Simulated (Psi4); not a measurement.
ClK, singlet, geometry from GFN2-xTB (such geometries of metal compounds can be far from the true shape), with bond 1-2 at 1.6 times its length. Base run: HF/STO-3G (Psi4 1.11).

Geometry (Å):
```xyz
2

K      0.0000     0.0000    -2.7652
Cl     0.0000     0.0000     1.3611
```
Charge 0, spin multiplicity 1.
All else is at Psi4's defaults (density fitting).
Base energy -1047.63788 Eh.

Each row names what was changed in the base input (with any setting that the change needs).

| change | ΔE vs base (mEh) | SCF cycles | basis functions |
|---|---|---|---|
| base | 0.000 | 8 | 22 |
| scf_initial_accelerator = none | 0.000 | 8 | 22 |
| guess = modhuckel | 0.000 | 8 | 22 |
| diis_max_vecs = 15 | 0.000 | 8 | 22 |
| guess = gwh | 0.000 | 10 | 22 |
| basis_guess = true | 0.000 | 6 | 22 |
| scf_type = dfdirj+cosx | … | 9 | 22 |
| scf_type = cd | -0.033 | 8 | 22 |
| cholesky_tolerance = 1e-6 (with scf_type cd) | 0.061 | 8 | 22 |
| e_convergence = 1e-10 | 0.000 | 9 | 22 |
| level_shift = 0.3 | 0.000 | 8 | 22 |
| guess = sadno | 0.000 | 7 | 22 |
| d_convergence = 1e-8 | 0.000 | 9 | 22 |

**Question.** What belongs in the gaps?

**Answer.** 
- scf_type = dfdirj+cosx, ΔE vs base (mEh): -14.584
